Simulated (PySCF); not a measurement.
Method: PBE-D3(BJ)/def2-TZVPD // PBE0-D3(BJ)/def2-TZVPD (PySCF 2.14.0). Gas-phase values, no solvent. 

Reference species (SMILES): `[Al-]([Cl])[Cl]` (lower singlet) (charge -1, multiplicity 1).

```yaml
HOMO: -0.14 eV
```

Changed species: `N#[C][Al-][Cl]` (lower singlet) (X = cyano, multiplicity 1; the reference has X = chloro, multiplicity 1).

Give the shifts of the HOMO.

the HOMO falls by 0.10 eV, to -0.24 eV.
